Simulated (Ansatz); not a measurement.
# Ligand exchange: CH2F2 + BH(CH3)I → CH2FI + BH(CH3)F

Species: CH2F2 (difluoromethane) `FCF`, singlet; BH(CH3)I, singlet; CH2FI (fluoroiodomethane) `FCI`, singlet; BH(CH3)F, singlet. The partners trade F for I: C–F and B–I bonds give way to C–I and B–F.

Shapes, held fixed at every level: PBE0-D4/def2-TZVP. Programs: Ansatz 0.2.0. The zero-point and thermal change to 298 K, harmonic and unscaled (PBE0-D4/def2-TZVP), is -1.3 kJ/mol.

Problem. Estimate ΔH(298 K) of this reaction.

Solution. The highest level, CCSD(T)/def2-TZVPP, gives ΔH(298 K) = -70.5 kJ/mol; the levels span -76.6 to -62.3. The column of differences is taken from that level and isn't an error. No measured value is set beside it here. For atoms past krypton def2 sets carry core potentials with scalar relativity. Outer-core shells of I are correlated in most correlated rows, in sets that cover them unevenly. Times are processor times on shared x86 and Arm servers, and rough.

```json
{"level": "HF/def2-TZVPP", "kind": "Hartree–Fock", "ΔH(298 K) (kJ/mol)": "-67.0", "less CCSD(T)/def2-TZVPP": "+3.5", "CPU time (sum over the molecules)": "–"}
{"level": "PBE0-D4/def2-TZVPP", "kind": "global hybrid", "ΔH(298 K) (kJ/mol)": "-68.0", "less CCSD(T)/def2-TZVPP": "+2.5", "CPU time (sum over the molecules)": "9.1 s"}
{"level": "r2SCAN0-D4/def2-TZVPP", "kind": "global hybrid", "ΔH(298 K) (kJ/mol)": "-68.9", "less CCSD(T)/def2-TZVPP": "+1.6", "CPU time (sum over the molecules)": "13 s"}
{"level": "wB97M-V/def2-TZVPP", "kind": "range-separated hybrid", "ΔH(298 K) (kJ/mol)": "-74.6", "less CCSD(T)/def2-TZVPP": "-4.1", "CPU time (sum over the molecules)": "31 s"}
{"level": "wB97X-V/def2-TZVPP", "kind": "range-separated hybrid", "ΔH(298 K) (kJ/mol)": "-71.0", "less CCSD(T)/def2-TZVPP": "-0.5", "CPU time (sum over the molecules)": "23 s"}
{"level": "B2PLYP/def2-TZVPP", "kind": "double hybrid", "ΔH(298 K) (kJ/mol)": "-76.6", "less CCSD(T)/def2-TZVPP": "-6.1", "CPU time (sum over the molecules)": "16 s"}
{"level": "CCSD/def2-SVP", "kind": "coupled cluster or CI", "ΔH(298 K) (kJ/mol)": "-62.3", "less CCSD(T)/def2-TZVPP": "+8.2", "CPU time (sum over the molecules)": "–"}
{"level": "CCSD(T)/def2-TZVPP", "kind": "coupled cluster or CI", "ΔH(298 K) (kJ/mol)": "-70.5", "less CCSD(T)/def2-TZVPP": "0.0", "CPU time (sum over the molecules)": "1.7 min"}
```
